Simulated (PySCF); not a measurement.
## `OC[C@]1(Cl)C=C1F`, C4H4ClFO

Geometry (Å), atoms numbered from 1 in this order:
```xyz
11

O    -1.6042   -1.0778   -0.8991
C    -0.8873    0.0902   -0.6162
C     0.0486   -0.0954    0.5724
Cl    0.9929    1.3947    0.8697
C     0.6730   -1.4240    0.9172
C    -0.2570   -0.9752    1.7127
F    -0.9979   -1.1342    2.7850
H    -2.2220   -1.2606   -0.1814
H    -1.5529    0.9431   -0.4249
H    -0.2955    0.3060   -1.5097
H     1.4022   -2.1494    0.6550
```

Level of theory: PySCF 2.14.0, TDDFT LC-wPBE/def2-SVPD circular dichroism and optical rotation, one conformer, gas phase. Geometry: GFN2-xTB, dihedral held. The dihedral O1–C2–C3–C5 is held at 30°.

Task: Draw the ECD and absorption spectra from the lowest 8 states, each a Gaussian of half-width 0.2 eV at 1/e height.

Result: 
```csv
E (eV),λ (nm),Δε (L mol⁻¹ cm⁻¹),ε (L mol⁻¹ cm⁻¹)
6.56,189,+0.03,0.435
6.71,185,+0.61,12.7
6.86,181,+4.41,180
7.01,177,+6.22,1390
7.16,173,-14.04,4700
7.31,170,-28.48,5820
7.46,166,-17.12,3130
7.61,163,-10.94,2120
7.76,160,-5.44,2700
7.91,157,+1.56,2750
8.06,154,-0.74,1510
8.21,151,-6.72,473
```
Δε uses R in velocity form, ε uses f in length form. Only the states computed contribute, so the short-wavelength end is incomplete.

The sign of the CD band at 162 nm isn't settled: the length form gives the opposite one.
